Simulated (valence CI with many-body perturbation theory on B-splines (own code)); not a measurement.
# Ho46+: key properties

Level of theory: configuration interaction combined with many-body perturbation theory (CI+MBPT): three valence electrons over a frozen Dirac-Fock core [Ar], radial functions for each j: 9 s, 9 p, 10 d, 8 f, 5 g, 3 h, 1 i, with the one-electron correlation potential Σ1, the two-electron term Σ2, the three-electron term Σ3, Breit, model QED; selected CI, second order for the rest (own B-spline code, finite nucleus).

No measured spectrum was set against this ion. As an estimate, large intervals hold to a few tenths of a per cent, small ones and those within an open d or f shell to about a per cent. Only levels of the ground parity were solved; by the run's estimate the other parity begins above the list, which can be wrong where configurations are misplaced.

Levels are named by their leading jj configuration (3d3/2^4 stands for four electrons in 3d with j = 3/2), which in mixed levels can hold well under half, so a name can repeat and another be missing.

Rates and lifetimes use the calculated energies. Strong lines usually hold to 10 to 20 %, long lifetimes can be off by a factor of two.

**Question.** What is the ground level?

**Answer.** (3d3/2^3) J=3/2, composition 48 % 3d3 4F + 37 % 3d3 2D + 10 % 3d3 2P, g = 0.693.

**Question.** What is the ionisation energy?

**Answer.** 3880.5 eV; NIST lists 3880 ± 4 eV (theoretical).

**Question.** How well does LS coupling describe the low levels?

**Answer.** Among the lowest 19 levels the leading LS term, summed over configurations, holds 57 % on average. For single configurations the figures are 57 % in LS and 96 % in jj coupling. Terms mix most in the J = 3/2 level at 359580 cm⁻¹, where the leading one holds 39 %.
